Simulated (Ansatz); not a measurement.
This geometry of BrH + F2H4Si2 (10 atoms, charge 0, multiplicity 1) is a first-order saddle point.

All numbers below come from RKS revPBE-D4/def2-SVP in Ansatz 0.2.0.

```xyz
10
Properties=species:S:1:pos:R:3
Si -0.276 -0.058 -0.270
F 0.080 -0.898 1.409
Si 2.052 0.106 -0.576
H 2.739 -1.175 -0.194
H 2.356 0.452 -2.007
H 2.542 1.216 0.314
F -0.714 1.333 -1.059
H -1.087 -1.170 -0.845
Br -2.107 0.691 1.543
H -0.901 -0.381 1.896
```

Problem. Which two structures does it join? (They come from a converged band through this point; their orientation in space is the band's.)

Solution. Bonds broken: Si1–F2, Br9–H10. Bonds formed: Si1–Br9, F2–H10. BrH + F2H4Si2 becomes BrFH4Si2 + FH.

Initial state:

```xyz
10
Properties=species:S:1:pos:R:3
Si 0.127 0.063 -0.225
F 0.015 -0.229 1.401
Si 2.407 -0.012 -0.806
H 2.947 -1.386 -0.517
H 2.555 0.291 -2.272
H 3.149 1.013 0.007
F -0.437 1.581 -0.467
H -0.792 -0.900 -0.913
Br -3.361 -0.116 1.939
H -1.927 -0.188 2.065
```

Final state:

```xyz
10
Properties=species:S:1:pos:R:3
Si -0.519 0.185 -0.637
F 0.290 -1.359 1.692
Si 1.825 0.172 -0.359
H 2.334 -1.239 -0.429
H 2.424 0.977 -1.484
H 2.181 0.815 0.948
F -0.932 1.122 -1.924
H -1.232 -1.122 -0.802
Br -1.455 1.205 1.186
H -0.233 -0.638 2.019
```

Problem. How far does it lie above each of them?

Solution. 1.25 eV above the first and 0.99 eV above the second. This is the barrier of this one path; another mechanism may lie lower. The orbitals stay closed-shell, which can raise the energy where a bond breaks towards radicals; this wasn't checked here.

Time of the run: 3.8 min on 4 threads of Arm Neoverse V2, with other jobs on the host, peak memory 0.18 GiB.
